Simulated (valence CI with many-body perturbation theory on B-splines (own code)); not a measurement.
Results of a calculation; reference values are marked as such.
# Zn XXIV: magnetic and hyperfine properties of the levels

Method: relativistic CI+MBPT: five valence electrons over a frozen Dirac-Fock core [He], radial functions for each j: 9 s, 9 p, 8 d, 6 f, 3 g, 1 h, with the one-electron correlation potential Σ1 (screened to all orders), the two-electron term Σ2, the three-electron term Σ3, Breit, model QED; selected single and double excitations, second order for the rest (own B-spline code, finite nucleus).

No measured spectrum was set against this ion. As an estimate, levels of excited configurations hold to 0.05 to 0.15 % of their energy, terms of the ground configuration to about 0.5 %. Among the levels kept, up to 2200 cm⁻¹ of a level comes from second order outside the variational space, and about a tenth of that is noise between levels of different J, which matters for small intervals.

A/g_I is the dipole constant over the nuclear g factor μ/I (μ in nuclear magnetons, uniformly magnetised nucleus), B/Q the quadrupole constant per barn. Both hold the static response of the core; the bare values leave it out. Large factors of s and p1/2 electrons are usually good to 5 to 10 %; those of open d and f shells near neutrality can be off by tens of per cent, and small factors of p3/2, d and f electrons come from cancelling terms and can be off by a factor of two or in sign, in half-filled shells by more. B is blank for J = 1/2, where it vanishes, and for nearly pure S terms. Energies count from the lowest level.

Levels are named by their leading jj configuration (3d3/2^4 stands for four electrons in 3d with j = 3/2), which in mixed levels can hold well under half, so a name can repeat and another be missing. Letters in brackets count levels of one name in rising energy.

```csv
Level,E (Ry),g,A/g_I (MHz),A/g_I bare,B/Q (MHz/b),B/Q bare
(2s^2 2p1/2^2 2p3/2) J=3/2,0.000,1.763,19500,24200,26800,26900
(2s^2 2p1/2 2p3/2^2) J=3/2,1.713,1.128,26000,27100,65700,65900
(2s^2 2p1/2 2p3/2^2) J=5/2,2.318,1.195,83200,84300,-588,-590
(2s^2 2p1/2 2p3/2^2) J=1/2,3.257,0.659,240000,237000,,
(2s^2 2p3/2^3) J=3/2,4.563,1.230,47400,49000,-93300,-93600
(2s 2p1/2^2 2p3/2^2) J=5/2,8.718,1.572,186000,185000,69000,69300
(2s 2p1/2 2p3/2^3) J=3/2 [a],9.885,1.684,124000,126000,-64200,-64400
(2s 2p1/2^2 2p3/2^2) J=1/2 [a],10.121,2.578,444000,441000,,
(2s 2p1/2 2p3/2^3) J=3/2 [b],12.109,0.905,-32400,-29600,-92000,-92300
(2s 2p1/2 2p3/2^3) J=5/2,12.506,1.219,227000,223000,-150000,-151000
(2s 2p1/2^2 2p3/2^2) J=1/2 [b],13.824,1.611,343000,337000,,
(2s 2p1/2 2p3/2^3) J=3/2 [c],14.394,1.265,12500,17000,58400,58600
(2s 2p3/2^4) J=1/2,16.106,1.133,476000,462000,,
(2p1/2^2 2p3/2^3) J=3/2,22.348,1.329,39700,43400,-79300,-79600
(2p1/2 2p3/2^4) J=1/2,24.216,0.659,241000,236000,,
(2s^2 2p1/2^2 3s) J=1/2,91.213,2.215,192000,190000,,
(2s^2 2p1/2 2p3/2 3s) J=3/2 [a],92.551,1.698,56900,58400,56600,56900
(2s^2 2p1/2 2p3/2 3s) J=1/2,92.851,1.130,-60500,-56100,,
(2s^2 2p1/2 2p3/2 3s) J=5/2,93.103,1.461,108000,109000,-1190,-1180
(2s^2 2p1/2 2p3/2 3s) J=3/2 [b],93.379,1.102,74200,76400,6240,6270
(2s^2 2p1/2^2 3p1/2) J=1/2,93.429,0.696,65100,64400,,
(2s^2 2p1/2^2 3p3/2) J=3/2,94.164,1.342,12500,13500,20900,20900
(2s^2 2p1/2 2p3/2 3p1/2) J=1/2,94.743,1.523,-25700,-21400,,
(2s^2 2p1/2 2p3/2 3p1/2) J=3/2 [a],95.023,1.197,58100,59400,-9370,-9400
(2s^2 2p3/2^2 3s) J=5/2,95.060,1.332,86600,86700,83400,83700
(2s^2 2p3/2^2 3s) J=3/2,95.227,1.052,21600,24000,36300,36400
(2s^2 2p1/2 2p3/2 3p3/2) J=5/2 [a],95.327,1.318,37400,39000,34500,34600
(2s^2 2p1/2 2p3/2 3p1/2) J=5/2,95.448,1.351,45100,46700,48500,48700
(2s^2 2p1/2 2p3/2 3p3/2) J=1/2 [a],95.501,2.067,-57700,-53100,,
(2s^2 2p1/2 2p3/2 3p3/2) J=3/2 [a],95.699,1.220,58600,59000,-43300,-43400
(2s^2 2p1/2 2p3/2 3p3/2) J=7/2,95.914,1.335,53100,54500,15200,15300
(2s^2 2p1/2 2p3/2 3p1/2) J=3/2 [b],96.067,1.741,62400,65400,18600,18700
(2s^2 2p1/2 2p3/2 3p3/2) J=3/2 [b],96.326,1.230,28900,31000,33600,33700
(2s^2 2p1/2 2p3/2 3p3/2) J=5/2 [b],96.508,1.192,67400,68300,13400,13500
(2s^2 2p3/2^2 3s) J=1/2,96.531,1.982,206000,202000,,
(2s^2 2p1/2^2 3d3/2) J=3/2,96.677,0.721,10500,9970,623,685
(2s^2 2p1/2 2p3/2 3p3/2) J=1/2 [b],96.873,0.834,187000,186000,,
(2s^2 2p1/2^2 3d5/2) J=5/2,97.038,1.187,1990,2130,2040,2130
(2s 2p1/2^2 2p3/2 3s) J=5/2,97.556,1.909,188000,188000,8640,8680
(2s^2 2p3/2^2 3p1/2) J=3/2,97.729,1.228,59200,60400,54800,55000
```

(1) Take the isotope of mass number 67, with I = 5/2, μ = 0.87485 μN and Q = 0.122 b. What is the hyperfine structure of (2s 2p1/2^2 2p3/2^2) J=5/2?

Answers

(1) From the table A = 64900 MHz, B = 8420 MHz. Shifts from the centre of gravity in MHz: F = 0: -562000, F = 1: -499000, F = 2: -373000, F = 3: -181000, F = 4: 78200, F = 5: 408000.
